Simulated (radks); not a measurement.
Initial-state core-level shifts of the mercury ion Hg+ when its valence configuration changes from [Xe] 4f14 5d10 6s1. Method: scalar-relativistic Kohn-Sham, r2SCAN, spin-polarised, spherical densities, finite nucleus; open shells are filled with parallel spins first (spin-orbit coupling, left out, can overturn this in heavy ions); meta-GGA in the generalised Kohn-Sham scheme; Fermi nuclear charge, rms radius 5.4648 fm; computed with a radial shooting solver on a logarithmic mesh with Libxc functionals. Shifts are changes of the shell-averaged eigenvalues in eV (positive: less bound); the change of the density at the nucleus, which sets a Mossbauer isomer shift, is in e/bohr^3, on a base of 2.499e+06.

| valence | 2p | 3p | 4s | 4p | density at nucleus |
|---|---|---|---|---|---|
| 4f13 5d10 6s1 6p1 | -20.050 | -22.126 | -19.526 | -18.877 | +191.8 |
| 4f14 5d10 6s0.5 6p0.5 | -0.952 | -0.959 | -0.964 | -0.963 | -97.7 |
| 4f14 5d9 6s1 6p1 | -5.737 | -5.705 | -5.672 | -5.670 | +31.8 |
| 4f14 5d8 6s1 6p2 | -11.471 | -11.388 | -11.304 | -11.299 | +73.0 |
| 4f14 5d10 6p1 | -1.882 | -1.897 | -1.906 | -1.905 | -194.0 |
| 4f14 5d9 6s2 | -4.108 | -4.060 | -4.018 | -4.018 | +235.7 |
| 4f14 5d9.5 6s1 6p0.5 | -2.878 | -2.864 | -2.849 | -2.849 | +15.0 |
| 4f14 5d8 6s2 6p1 | -10.094 | -9.996 | -9.905 | -9.901 | +292.4 |
| 4f13.5 5d10 6s1 6p0.5 | -9.917 | -10.945 | -9.690 | -9.371 | +93.9 |
